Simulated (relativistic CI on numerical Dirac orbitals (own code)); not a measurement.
Fe XVI: q coefficients and field-shift factors

These numbers are calculated, not measured: Dirac-Coulomb-Breit CI, separate exchange-only KLI orbitals for each configuration, derivatives by finite differences, unscaled Slater integrals, QED left out (own radial code, finite nucleus).

Configurations in the expansion (outside the closed core [Ne]): 3s, 3p, 3d, 4s, 4p, 4d, 4f. Levels of other configurations are missing.

With x = (α/α₀)² − 1 an excitation energy changes as ω = ω₀ + qx; K = 2q/ω₀ is the relative enhancement. Terms are leading LS components, so labels can repeat. The field-shift factor is F = δν/δ⟨r²⟩ for the transition from the lowest level.

Lowest level 3s ²S1/2.

| Level | ω₀ (cm⁻¹) | q (cm⁻¹) | K | F (GHz/fm²) |
| --- | --- | --- | --- | --- |
| 3p ²P°1/2 | 278567 | 6285 | 0.0451 | -17.9 |
| 3p ²P°3/2 | 299379 | 27500 | 0.184 | -18 |
| 3d ²D3/2 | 677383 | 28590 | 0.0844 | -17.3 |
| 3d ²D5/2 | 680156 | 31350 | 0.0922 | -17.3 |
| 4s ²S1/2 | 1865009 | 18110 | 0.0194 | -9.65 |
| 4p ²P°1/2 | 1975526 | 20360 | 0.0206 | -16.5 |
| 4p ²P°3/2 | 1983622 | 28620 | 0.0289 | -16.5 |
| 4d ²D3/2 | 2122315 | 29010 | 0.0273 | -16.3 |
| 4d ²D5/2 | 2123592 | 30290 | 0.0285 | -16.3 |
| 4f ²F°5/2 | 2181506 | 29620 | 0.0272 | -16 |
| 4f ²F°7/2 | 2181988 | 30100 | 0.0276 | -16 |

At this charge energies of transitions that change n are usually good to better than 1 %, and those within a shell (Δn = 0) to a few per cent.
